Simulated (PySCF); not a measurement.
Vertical excitations of a molecule C4H5Cl from TDDFT-PBE/def2-SVPD run with PySCF, as energy in eV (oscillator strength): 4.60 (0.000), 5.75 (0.000), 5.78 (0.001), 5.89 (0.005), 6.25 (0.176), 6.44 (0.000), 6.58 (0.363), 6.88 (0.001), 6.93 (0.343), 7.10 (0.011). Lowest triplet (TDA): 4.17 eV. Coordinates come from a B3LYP-D3(BJ)/def2-SVP optimisation. The values are those of a single conformer.

**Question.** Which structure fits?
A. CC=C=CCl
B. C=CC(=C)Cl
C. C=C=C(C)Cl
D. C=C/C=C/Cl

**Answer.** A, CC=C=CCl
